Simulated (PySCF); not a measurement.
**Energy of Ge²⁺ (germanium, charge +2) between two integer charges**

The 4s beta orbital of [Ar] 3d10 4s2 is emptied in steps (occupation f), with all orbitals relaxed, ending at [Ar] 3d10 4s1. Calculation: PySCF 2.14, in jorge-DZP-DKH (8s6p2d1f, 43 functions); the spin-free X2C one-electron Hamiltonian (Gaussian nucleus). The exact energy is a straight line in f; departures are measured from the line between the end points of the same method.

```csv
f,UHF (eV),LDA (eV),PBE (eV),PBE0 (eV),r2SCAN (eV),LC-wPBE (eV),BHandHLYP (eV),HSE06 (eV)
1,0.000,0.000,0.000,0.000,0.000,0.000,0.000,0.000
0.9,0.021,-0.470,-0.468,-0.342,-0.407,-0.074,-0.237,-0.373
0.7,0.047,-1.095,-1.094,-0.799,-0.944,-0.174,-0.558,-0.867
0.5,0.055,-1.301,-1.306,-0.952,-1.112,-0.211,-0.671,-1.033
0.3,0.045,-1.090,-1.098,-0.799,-0.928,-0.185,-0.573,-0.870
0.1,0.019,-0.465,-0.467,-0.339,-0.394,-0.083,-0.251,-0.371
0,0.000,0.000,0.000,0.000,0.000,0.000,0.000,0.000
```

```
   method  E(f=0) − E(f=1) (eV)  −ε at f=1 (eV)  −ε at f=0.5 (eV)
      UHF                32.115          32.350            32.108
      LDA                34.643          29.424            34.659
      PBE                34.234          29.042            34.222
     PBE0                33.900          30.101            33.899
   r2SCAN                33.846          29.305            33.893
  LC-wPBE                33.886          33.045            33.854
BHandHLYP                33.844          31.215            33.802
    HSE06                33.956          29.808            33.949
```

Orbital energy along the path (eV):

```csv
f,UHF,LDA,PBE,PBE0,r2SCAN,LC-wPBE,BHandHLYP,HSE06
1,-32.350,-29.424,-29.042,-30.101,-29.305,-33.045,-31.215,-29.808
0.9,-32.297,-30.468,-30.069,-30.857,-30.236,-33.221,-31.727,-30.649
0.7,-32.199,-32.564,-32.137,-32.374,-32.090,-33.550,-32.757,-32.313
0.5,-32.108,-34.659,-34.222,-33.899,-33.893,-33.854,-33.802,-33.949
0.3,-32.024,-36.739,-36.331,-35.434,-35.637,-34.189,-34.880,-35.604
0.1,-31.946,-38.788,-38.433,-36.956,-37.386,-34.613,-36.041,-37.288
0,-31.908,-39.786,-39.280,-37.559,-38.143,-34.820,-36.674,-37.971
```

Reference removal energy between the ground levels: 34.058 eV (measured; NIST Atomic Spectra Database, ionization energies). UHF lacks correlation.
